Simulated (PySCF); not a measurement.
C7H4N6, SMILES C1=CC2=NC=NC3=NC=NC(=N1)N23. Heavy atoms are numbered as in [CH:1]1=[CH:2][C:3]2=[N:4][CH:5]=[N:6][C:7]3=[N:8][CH:9]=[N:10][C:11](=[N:12]1)[N:13]23. Hydrogens are named by the atom that carries them.

Geometry: B3LYP-D3(BJ)/def2-SVP.

Computed with PBE/def2-SVP in PySCF.

ESP charges are fitted to the potential on shells at 1.4 to 2.0 van der Waals radii. Atomic charges (e), one atom of each kind:

| atom | ESP fit | IAO |
|---|---|---|
| C1 (CH) | 0.50 | 0.02 |
| C2 (CH) | -0.86 | -0.22 |
| C3 | 1.17 | 0.23 |
| N4 | -0.83 | -0.32 |
| C5 (CH) | 0.66 | 0.13 |
| N6 | -0.82 | -0.31 |
| C7 | 1.27 | 0.33 |
| N8 | -0.83 | -0.31 |
| C9 (CH) | 0.66 | 0.13 |
| N10 | -0.83 | -0.30 |
| C11 | 1.25 | 0.31 |
| N12 | -0.76 | -0.28 |
| N13 | -1.03 | -0.08 |
| H on C1 | 0.07 | 0.16 |
| H on C2 | 0.27 | 0.18 |
| H on C5 | 0.05 | 0.16 |
| H on C9 | 0.05 | 0.16 |

Computed Mayer and Wiberg (Löwdin basis) orders of the bonds:
```json
[
 {"bond": "C1–C2", "Mayer": "1.40", "Wiberg": "1.50"},
 {"bond": "C2–C3", "Mayer": "1.30", "Wiberg": "1.34"},
 {"bond": "C3–N4", "Mayer": "1.49", "Wiberg": "1.51"},
 {"bond": "N4–C5", "Mayer": "1.47", "Wiberg": "1.60"},
 {"bond": "C5–N6", "Mayer": "1.49", "Wiberg": "1.62"},
 {"bond": "N6–C7", "Mayer": "1.45", "Wiberg": "1.51"},
 {"bond": "C7–N8", "Mayer": "1.51", "Wiberg": "1.56"},
 {"bond": "N8–C9", "Mayer": "1.43", "Wiberg": "1.56"},
 {"bond": "C9–N10", "Mayer": "1.53", "Wiberg": "1.66"},
 {"bond": "N10–C11", "Mayer": "1.42", "Wiberg": "1.48"},
 {"bond": "C1–N12", "Mayer": "1.46", "Wiberg": "1.55"},
 {"bond": "C11–N12", "Mayer": "1.53", "Wiberg": "1.58"},
 {"bond": "C3–N13", "Mayer": "1.09", "Wiberg": "1.20"},
 {"bond": "C7–N13", "Mayer": "1.03", "Wiberg": "1.16"},
 {"bond": "C11–N13", "Mayer": "1.03", "Wiberg": "1.16"}
]
```
